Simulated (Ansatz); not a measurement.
Total energies of BCl$_{2}$F, SMILES `FB(Cl)Cl`.

Z-matrix (Å, degrees):
```
B
F 1 1.310
Cl 1 1.739 2 119.3
Cl 1 1.739 2 119.3 3 180.0
```

Charge 0, multiplicity 1. All single points use the PBE0-D4/def2-TZVP geometry. Basis def2-TZVPP, Ansatz.

RPA on PBE orbitals: Hartree–Fock energy of these orbitals -1043.30188 Eh, correlation -1.13083 Eh (frozen core).

| functional | energy without D4 (Eh) | D4 term (kJ/mol) |
| --- | --- | --- |
| PBE | -1044.80874 | -9.3 |
| revPBE | -1045.10461 | -28.1 |
| BLYP | -1045.29426 | -21.0 |
| r2SCAN | -1045.20205 | -2.0 |
| r2SCANh | -1045.19314 | -2.2 |
| r2SCAN0 | -1045.18061 | -2.4 |
| HSE06 (plane-wave form) | -1044.86546 | -7.2 |
| BHLYP | -1045.27107 | -12.1 |
| CAM-B3LYP | -1045.30780 | -7.9 |
| LC-ωPBE | -1044.98836 | – |
| ωB97X-V | -1045.14040 | – |
| ωB97M-V | -1045.24429 | – |
| B2PLYP | -1044.98436 | – |
| PBE-QIDH | -1044.70571 | – |

Question: Give the same for LDA (SPW92), B97M-V, PBE0, B3LYP. (Estimate.)

Answer: Computed: 
| functional | energy without D4 (Eh) | D4 term (kJ/mol) |
| --- | --- | --- |
| LDA (SPW92) | -1041.44189 | – |
| B97M-V | -1045.05676 | – |
| PBE0 | -1044.88624 | -7.8 |
| B3LYP | -1045.34831 | -15.4 |

B3LYP takes the VWN-RPA correlation (the form of Gaussian; ORCA's B3LYP/G). HSE06 is the plane-wave form, built on full-range PBE exchange. The double hybrids freeze the cores in their second-order part.

LC-ωPBE has ω = 0.4 bohr⁻¹.
